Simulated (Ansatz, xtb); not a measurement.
C2H9FSeSi2: 5 structures ranked

5 gas-phase structures of C2H9FSeSi2, from a drawn sample of its isomers (lower ones may exist). Each was relaxed with GFN2-xTB; where two conformers were screened, the lower at r2SCAN-D4/def2-SVP is listed:

A. `C[SiH2][Se][Si@H](C)F`, a singlet
B. `C[SiH2]C[Se][SiH2]F`, a singlet
C. `C[C@@H]([SiH3])[Se][SiH2]F`, a singlet
D. `CC[Si@H](F)[Se][SiH3]`, a singlet
E. `F[SiH2]CC[Se][SiH3]`, a singlet

Task: Which do you expect lowest at r2SCAN-D4/def2-SVP, and how would the others follow?

Result: Calculated order at r2SCAN-D4/def2-SVP: A (0.0), D (12.9), B (30.9), C (41.1), E (41.7) kcal/mol. Less than 1 kcal/mol parts C and E, so the order within that pair means little.

Energies above the lowest of each column, in kcal/mol; the last columns are at PBE0-D3(BJ)/def2-SVP geometries and were run for some of them only (a dash: not run or not comparable):

| structure | GFN2-xTB | HF/STO-3G | r2SCAN-D4/def2-SVP | PBE0-D3(BJ)/def2-SVP | CCSD(T)/def2-SVP + ΔMP2/def2-TZVPP |
| --- | --- | --- | --- | --- | --- |
| A | 3.9 | 0.0 | 0.0 | 0.0 | 0.0 |
| D | 0.0 | 11.9 | 12.9 | 11.4 | 12.8 |
| B | 25.2 | 31.3 | 30.9 | 30.4 | 29.9 |
| C | 21.0 | 44.6 | 41.1 | – | – |
| E | 16.8 | 42.2 | 41.7 | – | – |

CCSD(T)/def2-SVP + ΔMP2/def2-TZVPP puts A lowest of those it was run on; GFN2-xTB picks D. Flexible structures stand in one conformer each, not always the lowest. Frequencies (GFN2-xTB) were run for A, B, D alone. ΔMP2 is the change of the MP2 energy from the smaller to the larger basis.

Over these structures GFN2-xTB departs from r2SCAN-D4/def2-SVP by 8.8 kcal/mol on average once a common shift is removed. A GFN2-xTB relaxation took about 0.17 s and the r2SCAN-D4/def2-SVP energy about 2.4 s on a shared host (Ansatz 0.2.0, xtb 6.7.1).
